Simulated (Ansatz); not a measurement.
Mulliken charges of C$_{3}$FN$_{3}$Si (`N#C[Si](F)(C#N)C#N`) from PBE/def2-TZVPP in Ansatz (PBE0-D4/def2-TZVP geometry).

```
atom   x (Å)   y (Å)   z (Å)  charge (e)
  N1   2.281   0.027   1.730       0.090
  C2   1.474   0.042   0.910      -0.247
 Si3   0.185   0.063  -0.378       0.671
  F4   0.838   0.328  -1.777      -0.199
  C5  -1.018   1.380  -0.001      -0.247
  N6  -1.779   2.207   0.246       0.090
  C7  -0.673  -1.545  -0.393      -0.247
  N8  -1.217  -2.559  -0.394       0.090
```

Task: By hand: the dipole of these point charges (1 e Å = 4.8032 D).

Result: Σ q r = (-0.053, -0.022, 0.115) e Å, of length 0.129 e Å = 0.62 D.

Task: How does the dipole of the full density compare? (Estimate.)

Result: Computed: (0.128, 0.052, -0.274) e Å, 1.47 D; the point charges give 0.42 times that, at 180° from its direction, so they point the opposite way.

Point charges leave out the atoms' own dipoles, such as those of lone pairs, and Mulliken's split depends on the basis, so the two needn't agree.
